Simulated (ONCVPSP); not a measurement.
sulfur (S), ONCV: configuration errors across variants

ONCVPSP 4.0.1 input, shortened (lines: element, Z, core and valence counts, functional; n l f; lmax; l rc ep ncon nbas qcut; lloc lpopt rc5 dvloc0; l nproj debl; icmod fcfact rcfact), LDA (Perdew-Wang 92), scalar-relativistic:

```
  S 16.00    3    2  -001012      upf
    1    0    2.00
    2    0    2.00
    2    1    6.00
    3    0    2.00
    3    1    2.50
    2
    0    1.25    0.00    4    7    4.30
    1    1.60    0.00    4    7    4.60
    2    1.65    0.37    4    8    5.60
    4    5    0.90    0.00
    0    2    1.90
    1    1    1.50
    2    2    0.70
    3    2.50    1.35
```

In the d channel the program set the typed energies aside and used 0.050, 0.750 Ha.

All-electron excitation energies from the reference (eV): (1) 3s2 3p4 -21.643; (2) 3s2 3p3 -9.785; (3) 3s2 3p2 12.585; (4) 3s2 3p0 93.720.

3 further variants failed, have other tests or too few solved ones, and are left out.

Errors AE − PS in meV (a dash: test not solved or not reliable):

| change | (1) | (2) | (3) | (4) | bound ghosts | GHOST(+) flags above zero |
| --- | --- | --- | --- | --- | --- | --- |
| base | +16 | +3.2 | +2.6 | +133 | none | s |
| s: rc 1.24 | +16 | +3.2 | +2.6 | +133 | none | s |
| s: rc 1.32 | +16 | +3.2 | +2.6 | +134 | none | s |
| s: rc 1.48 | +17 | +3.2 | +2.7 | +141 | none | s |
| s: rc 1.62 | +18 | +3.4 | +3.0 | +153 | none | s |
| s: rc 1.82 | +20 | +3.8 | +3.6 | +182 | none | s |

(1) Give the same row for: s: rc 1.72.

Results:

(1) +18, +3.6, +3.2, +166; bound ghosts: none; GHOST(+) flags above zero: s.
